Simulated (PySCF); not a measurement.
```xyz
5

B      1.2510     0.1159    -0.2555
N      0.0203     0.0019    -0.3467
C     -1.2684    -0.1175    -0.4421
N     -2.4108    -0.2234    -0.5268
H      2.4079     0.2231    -0.1699
```

Charge 0, multiplicity 1.

Task: Give the Mulliken and meta-Löwdin atomic charges from PySCF with PBE-D3(BJ)/def2-TZVP // CAM-B3LYP-D3(BJ)/def2-TZVP.

Result: 
```
atom  Mulliken (e)  meta-Löwdin (e)
----  ------------  ---------------
B1           -0.19             0.13
N2            0.17            -0.15
C3           -0.14             0.19
N4            0.06            -0.24
H5            0.10             0.08
```
